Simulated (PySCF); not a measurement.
## Worked example: oscillator strength and radiative lifetime

B(H)(Me)(NMe2) (C3H10BN), SMILES CBN(C)C.

The structure is a stationary point at PBE0-D3(BJ)/def2-SVP. The geometry has at least one imaginary mode, so it is a saddle point at that level. One conformer was computed; it need not be the lowest.

TDDFT-PBE/def2-SVPD in PySCF 2.14.0 puts the first singlet state with f over 0.02 at 6.37 eV (vertical), with the transition dipole (-0.541, -1.165, 0.000) in atomic units.

Find the oscillator strength, the wavelength and the radiative lifetime that this transition would have in vacuum if emission retraced absorption.


|μ|² = 1.6499 au, so |μ| = 3.26 D. ΔE = 6.37/27.211 = 0.2341 hartree. f = (2/3) ΔE |μ|² = 0.257 (the program prints 0.258).
λ = 1239.84/6.37 = 195 nm; ν = 51377 cm⁻¹.
Einstein's coefficient A = 0.6670 ν² f s⁻¹ (ν in cm⁻¹) = 4.5e8 s⁻¹, so τ = 1/A = 2.2 ns. This state is S2; the lower singlet has f = 0.011. The figure is the radiative limit of this one transition; relaxation, internal conversion, crossing to triplets and a medium change what is measured.
